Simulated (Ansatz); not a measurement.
Ideal-gas functions of AlBF$_{2}$H$_{2}$ (`F[BH][AlH][F]`) at 400 K and 1 bar, from an Ansatz frequency run at PBE0-D4/def2-TZVP.

Molar mass 77.81 g/mol, point group C1 (symmetry number 1), electronic degeneracy 1, moments of inertia 29.85, 204.341, 216.331 u Å². Harmonic wavenumbers (cm⁻¹, unscaled): 33, 159, 199, 432, 552, 639, 749, 832, 1115, 1285, 1931, 2539.

Use S(trans) = R[1.5 ln M + 2.5 ln T − 1.1517]; rotational temperatures θ = 24.2544 K / I; S(rot) = R[ln(√π/σ · √(T³/θAθBθC)) + 1.5]; for each mode x = 1.438777 ν̃/T, S = R[x/(eˣ − 1) − ln(1 − e⁻ˣ)] and H = RT x/(eˣ − 1); 1 cm⁻¹ = 0.0119627 kJ/mol; R = 8.31446 J/(mol·K).

Question: By hand: the entropy, in J/(mol·K).

Answer: Translation 169.3. Rotation: θ = 0.8125, 0.1187, 0.1121 K, giving 110.8. Vibration, mode by mode: 26.04, 13.07, 11.27, 5.44, 3.86, 3.01, 2.21, 1.74, 0.77, 0.46, 0.06, 0.01, in all 67.9. Electronic 0.0. Sum 348.0 J/(mol·K).

Question: By hand: H − E and G − E in kJ/mol, counted from the electronic energy.

Answer: Zero-point energy ½ × 10465 × 0.0119627 = 62.6; thermal vibration 12.8; translation, rotation and pV give 4 RT = 13.3. H − E = 88.7 kJ/mol, and G − E = 88.7 − 400 × 348.0/1000 = -50.5 kJ/mol.

Vibration gives 20 % of the entropy, 26.0 J/(mol·K) of it from the mode under 150 cm⁻¹: soft modes count most, and the harmonic formula is weakest for them. The sum counts one conformer and one mirror image; others add a mixing term.
